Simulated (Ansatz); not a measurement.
This geometry of a periodic cell of 13 atoms, Sc (host Sc, host structure hcp, interstitial Sc) is a first-order saddle point.

Level of theory: DFT PBE-D3(BJ), scalar-relativistic, plane waves, PAW in Ansatz. Settings: cutoff 420 eV, k mesh 3x2x3, gaussian smearing 0.05 eV, no spin polarisation.

```xyz
13
Lattice="6.6200 0.0000 0.0000 -4.9650 8.5996 0.0000 0.0000 0.0000 5.2761" Properties=species:S:1:pos:R:3
Sc 0.045 0.173 0.003
Sc 0.012 1.949 2.626
Sc -1.994 2.445 -0.043
Sc -1.624 4.808 2.691
Sc -3.245 5.598 0.029
Sc -3.380 7.590 2.641
Sc 3.210 -0.089 -0.022
Sc 3.250 1.846 2.581
Sc 1.957 2.562 -0.056
Sc 1.691 4.765 2.655
Sc 0.168 6.371 -0.004
Sc -0.001 7.764 2.630
Sc -0.067 3.927 5.363
```

Question: Which two structures does it join? (They come from a converged band through this point; their orientation in space is the band's.)

Answer: Contacts lost: Sc1–Sc13, Sc2–Sc10, Sc3–Sc12, Sc4–Sc7. Contacts made: Sc1–Sc10, Sc3–Sc11, Sc6–Sc9. The atom that moves furthest is Sc13, by 2.94 Å; four of its nearest neighbours are Sc3 2.61, Sc4 2.72, Sc2 2.73, Sc11 2.75 Å at the first end and Sc10 2.61, Sc9 2.71, Sc11 2.73, Sc2 2.74 Å at the last.

Initial state:

```xyz
13
Lattice="6.6200 0.0000 0.0000 -4.9650 8.5996 0.0000 0.0000 0.0000 5.2761" Properties=species:S:1:pos:R:3
Sc 0.060 0.094 -0.129
Sc 0.309 1.659 2.572
Sc -1.846 2.432 0.706
Sc -1.721 5.180 2.046
Sc -3.223 5.615 -0.350
Sc -3.372 7.608 2.538
Sc 3.246 -0.087 0.086
Sc 3.377 1.989 3.082
Sc 1.792 2.787 0.183
Sc 1.747 4.828 2.480
Sc 0.216 6.107 -0.110
Sc 0.036 7.789 2.594
Sc -0.637 3.735 4.074
```

Final state:

```xyz
13
Lattice="6.6200 0.0000 0.0000 -4.9650 8.5996 0.0000 0.0000 0.0000 5.2761" Properties=species:S:1:pos:R:3
Sc -0.037 -0.139 -0.047
Sc -0.216 1.541 2.528
Sc -1.738 2.814 -0.158
Sc -1.791 4.855 2.819
Sc -3.369 5.657 0.440
Sc -3.244 7.739 2.725
Sc 3.372 0.038 -0.098
Sc 3.225 2.030 2.289
Sc 1.725 2.472 -0.594
Sc 1.846 5.226 3.343
Sc -0.304 5.989 -0.058
Sc -0.057 7.555 2.516
Sc 0.646 3.906 6.712
```

Question: How far does it lie above each of them?

Answer: 0.32 eV above the first and 0.32 eV above the second. This is the barrier of this one path; another mechanism may lie lower. Limits of this set-up: coarse k mesh, a small cell, in which the defect meets its images.

Run time: 29 min on 4 threads of Intel(R) Xeon(R) Platinum 8259CL CPU @ 2.50GHz (Skylake/Cascade Lake), on a shared host, peak memory 1.9 GiB.
